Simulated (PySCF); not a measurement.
**Partial charges of `N[SiH](N)CCF`**

Species: C2H9FN2Si.
Cartesian coordinates in Å at the GFN2-xTB level; atoms count from 1:
```xyz
15
C2H9FN2Si angstrom
N     -1.936   -0.835   -0.801
Si    -0.818   -0.262    0.385
N     -1.182    1.417    0.511
C      0.904   -0.717   -0.323
C      1.948    0.321    0.031
F      2.002    0.521    1.395
H     -2.907   -0.614   -0.648
H     -1.855   -1.792   -1.102
H     -0.925   -0.774    1.755
H     -0.611    1.973    1.126
H     -1.397    1.933   -0.327
H      1.230   -1.683    0.063
H      0.877   -0.797   -1.408
H      2.960    0.025   -0.272
H      1.706    1.294   -0.408
```

Density: PBE0/pcSseg-1 (PySCF); schemes: Mulliken, IAO, Hirshfeld and ESP-fitted. Geometry: GFN2-xTB, one conformer, isolated molecule.

Problem. Tabulate the Mulliken, IAO, Hirshfeld and ESP-fitted charges.

Solution. In e; atoms taken as equivalent share a row and are averaged (×n: the atom named and its like, n in all):

```tsv
atom	environment	Mulliken	IAO	Hirshfeld	ESP-fitted
N1/N3	silicon-bound nitrogen	-0.634	-0.850	-0.321	-1.015
Si2	SiH silicon	+0.970	+1.153	+0.411	+0.857
C4	sp3 carbon bound to silicon	-0.605	-0.601	-0.180	-0.291
C5	sp3 C–F carbon	+0.142	+0.054	+0.021	+0.145
F6	alkyl fluorine	-0.348	-0.337	-0.123	-0.254
H7/H8/H10/H11	N–H hydrogen	+0.189	+0.261	+0.114	+0.378
H9	Si–H hydrogen	-0.126	-0.180	-0.099	-0.175
H12/H13	methylene hydrogen	+0.139	+0.151	+0.040	+0.080
H14/H15	methylene hydrogen	+0.101	+0.133	+0.038	+0.039
```

Mean size of the charges over all atoms: IAO 0.376 e, ESP-fitted 0.367 e, Mulliken 0.313 e, Hirshfeld 0.139 e. Each set sums to the total charge, 0, to within 0.001 e. The IAO scheme counts the electrons in orthogonalised intrinsic atomic orbitals, a minimal basis polarised so that it spans the occupied orbitals exactly.

Some averages cover members that differ in this geometry: H7/H8/H10/H11, ESP-fitted +0.358 to +0.396; N1/N3, ESP-fitted -1.032 to -0.998; H14/H15, ESP-fitted +0.025 to +0.053 e.

Lowest charge. All schemes agree: Mulliken N1/N3 (-0.634); IAO N1/N3 (-0.850); Hirshfeld N1/N3 (-0.321); ESP-fitted N1/N3 (-1.015).

Highest charge. All schemes agree: Mulliken Si2 (+0.970); IAO Si2 (+1.153); Hirshfeld Si2 (+0.411); ESP-fitted Si2 (+0.857).

Problem. How closely do the schemes follow one another over all atoms?

Solution. Correlation coefficient and root-mean-square difference: IAO with Hirshfeld 0.99, 0.313 e; Mulliken with IAO 0.99, 0.103 e; Mulliken with Hirshfeld 0.98, 0.232 e; Hirshfeld with ESP-fitted 0.97, 0.316 e; IAO with ESP-fitted 0.95, 0.150 e; Mulliken with ESP-fitted 0.92, 0.195 e.

Problem. How many electrons does the ESP-fitted scheme count on Si2?

Solution. Z − q = 14 − (+0.857) = 13.143.

Problem. Sum the charges by element, for elements with more than one atom.

Solution. 
```json
{"element": "N", "atoms": "2", "Mulliken": "-1.269", "IAO": "-1.700", "Hirshfeld": "-0.641", "ESP-fitted": "-2.029"}
{"element": "C", "atoms": "2", "Mulliken": "-0.462", "IAO": "-0.547", "Hirshfeld": "-0.159", "ESP-fitted": "-0.146"}
{"element": "H", "atoms": "9", "Mulliken": "+1.108", "IAO": "+1.432", "Hirshfeld": "+0.512", "ESP-fitted": "+1.572"}
```
